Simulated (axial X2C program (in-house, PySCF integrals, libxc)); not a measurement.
# Correcting the dissociation energy of InTe⁺ for spin–orbit coupling

A spin-free CCSD(T) curve (one-electron X2C) was computed with an axial X2C code built on PySCF integrals, basis Te dyall-cv3z [11s12p8d4f1g], In dyall-cv3z [11s12p9d4f1g] (cores contracted in-house), for the state M_S = 1, Λ = 0 (beyond evenly filled blocks: π+α, π-α). It gives D0 = 0.626 eV to Te + In+, which in a spin-free picture are the weighted means of the ground terms.

Correlated methods: 8 electrons correlated (number of frozen shells: Te 4 s, 3 p, 2 d; In 4 s, 3 p, 2 d), 310 virtual spin orbitals or spinors in MP2, 90 natural virtuals in coupled cluster.

Measured levels of the ground terms (NIST Handbook of Basic Atomic Spectroscopic Data), in cm⁻¹: Te 3P: J = 2 at 0, J = 0 at 4706.5, J = 1 at 4750.7; In+ 1S: J = 0 at 0.

The molecular state has Λ = 0, so it has no first-order lowering.

(1) How far does each ground level lie under the (2J+1)-weighted mean of its term?

(2) Correct D0.

Second-order spin–orbit effects in the molecule, which grow quickly with Z, are left out. The state is one determinant whose occupation by symmetry is held fixed; it was picked as the lowest of a PBE0 search that is not exhaustive. Dissociation energies refer to the lowest single-determinant-based atoms at the same level and basis. Coupled cluster ran in a truncated set of natural virtual spinors; the MP2 energy of the rest was added. (T) has no such correction and the atoms are truncated less, which lowers De at CCSD(T) by a hundredth of an eV or more. Other states lie close and PBE0, whose exact exchange favours high spin, may order them wrongly; the determinant shown need not be the ground state. The nearest other spin-free determinant of the search, M_S = 1, Λ = 1, lies 0.46 eV up at the distance of the search. With the outer-core shells frozen, correlated bond lengths of heavy atoms tend to come out a few hundredths of an ångström too long.

## Answers

(1) Te: (5 × 0 + 1 × 4706.5 + 3 × 4750.7)/9 = 2107 cm⁻¹; In+: a single level, 0.

(2) D0 = 0.626 + (0 − 2107)/8065.5 = 0.365 eV at CCSD(T) with these spin–orbit terms.
